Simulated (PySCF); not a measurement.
C5H3NO.
SMILES with atom numbers: `[C-:1]#[N+:2][c:3]1[cH:4][cH:5][cH:6][o:7]1` (hydrogens: H8 on C4; H9 on C5; H10 on C6)

Computed, not measured: PBE0-D3(BJ)/def2-SVP geometry optimisation, gas phase in PySCF.

(1) Give the optimised bond lengths and angles.

Answers

(1) 
```csv
bond,length (pm)
C1≡N2,117.9
N2–C3,135.2
C3–C4,136.8
C4–C5,142.6
C5–C6,136.4
C6–O7,134.7
C3–O7,134.8
C4–H8,108.7
C5–H9,108.7
C6–H10,108.6
```

A selection of angles:
```csv
angle,degrees
C1–N2–C3,179.0
N2–C3–C4,131.9
N2–C3–O7,117.2
C4–C3–O7,111.0
C3–C4–C5,105.3
C3–C4–H8,126.1
C5–C4–H8,128.6
C4–C5–C6,106.1
C4–C5–H9,127.3
C6–C5–H9,126.6
C5–C6–O7,110.6
C5–C6–H10,133.4
O7–C6–H10,116.0
C3–O7–C6,107.0
```

The 5-membered ring C3–C4–C5–C6–O7 has internal angles of 105.3° to 111.0°; it is planar, 0.00 Å rms from its mean plane, widest ring torsion 0°. The 3 C–C bonds span 1.364 Å (C5–C6, aromatic) to 1.426 Å (C4–C5, aromatic), a spread of 0.062 Å. The 7 heavy atoms lie in one plane (0.000 Å rms). The 2 C–N bonds span 1.179 Å (C1≡N2, drawn triple) to 1.352 Å (N2–C3, drawn single), a spread of 0.173 Å.

Point group: Cs (every atom within 0.08 Å of its image). Not checked by PBE0-D3(BJ)/def2-SVP frequencies.

Time: 28 s; peak memory 0.60 GiB. Hardware: one thread of an Arm Neoverse V2, no GPU (shared host). These figures are those of the optimisation.
